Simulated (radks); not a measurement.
The germanium anion Ge- inside a hard spherical wall (all orbitals vanish at R), configuration held at [Ar] 3d10 4s2 4p3 and not refilled when levels cross. All-electron calculation, scalar-relativistic Kohn-Sham, r2SCAN, spin-polarised, spherical densities, finite nucleus; open shells are filled with parallel spins first; meta-GGA in the generalised Kohn-Sham scheme; Fermi nuclear charge, rms radius 4.0742 fm. Program: a radial shooting solver on a logarithmic mesh with Libxc functionals. Eigenvalues in eV for spin up, with the zero of energy where the potential of the charges vanishes at infinity; a dash marks a level that is unbound or too diffuse for the functional's potential to be trusted. A positive occupied level is held by the wall or, in an anion where self-interaction has pushed it up, behind a barrier. The pressure on the wall is -dE/dV.

| R (bohr) | E (hartree) | kinetic (hartree) | e(3p) | e(3d) | e(4s) | e(4p) | e(5s, empty) | e(5p, empty) | pressure (GPa) |
|---|---|---|---|---|---|---|---|---|---|
| 15 | -2099.26091 | 2137.319 | -111.94 | -23.095 | -6.503 | 0.993 | 2.859 | 3.610 | 0.00148 |
| 12 | -2099.25983 | 2137.325 | -111.79 | -22.952 | -6.381 | 1.100 | 3.573 | 4.989 | 0.0126 |
| 10 | -2099.25672 | 2137.340 | -111.52 | -22.678 | -6.158 | 1.306 | 4.512 | 6.683 | 0.0672 |
| 6 | -2099.17594 | 2137.678 | -108.63 | -19.824 | -4.112 | 3.600 | 12.841 | 18.454 | 4.90 |
| 5 | -2099.04318 | 2138.181 | -106.01 | -17.255 | -2.272 | 5.943 | 20.852 | 28.286 | 20.5 |
| 3.5 | -2098.09975 | 2141.258 | -96.432 | -7.980 | 6.113 | 16.816 | 56.598 | 68.778 | 281 |
| 2 | -2087.57780 | 2171.822 | -57.148 | 31.073 | 69.346 | 91.027 | 268.20 | 288.91 | 13600 |
| 1.5 | -2063.54096 | 2238.307 | -7.053 | 85.238 | 192.66 | 222.27 | 587.14 | 604.06 | 94900 |
